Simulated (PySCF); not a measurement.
C2H5NO2Si.

```xyz
11

O      1.8505     0.3621     1.1065
Si     0.5376     0.7175     0.1632
C     -1.1516     0.1715     0.8130
N     -1.6819    -0.6971     0.0387
C     -0.8726    -1.0005    -1.1278
O      0.3452    -0.2868    -1.1617
H      1.9521    -0.5463     1.4094
H      0.7231     2.1386    -0.1936
H     -1.7055     0.4598     1.7184
H     -0.6743    -2.0867    -1.1340
H     -1.4688    -0.7594    -2.0248
```

Geometry: ωB97X-D3(BJ)/def2-SVP. The structure was generated by enumeration; whether it is a known compound was not checked. Other conformers were not sampled.

All values below come from PBE/pcSseg-1 in PySCF. Non-relativistic, no solvent.

Problem. Give the absolute GIAO shielding of each atom: isotropic value and principal components (ppm). (Estimate from the structure and the level; the computed values follow.)

Solution. 
```
atom  σ(iso)     σ11     σ22    σ33   span
----  ------  ------  ------  -----  -----
O1     263.6   230.3   275.7  284.9   54.6
Si2    352.8   312.8   343.6  401.9   89.0
C3       7.8  -100.3    -5.3  129.1  229.4
N4    -197.2  -594.3  -209.2  212.1  806.4
C5      78.9    47.0    75.3  114.3   67.3
O6     209.0   121.6   216.0  289.5  168.0
H7      29.5    22.4    24.9   41.3   18.9
H8      26.1    22.6    24.1   31.5    8.8
H9      22.8    20.1    23.3   25.1    5.0
H10     25.2    21.3    24.1   30.0    8.7
H11     25.2    21.4    24.2   30.2    8.9
```
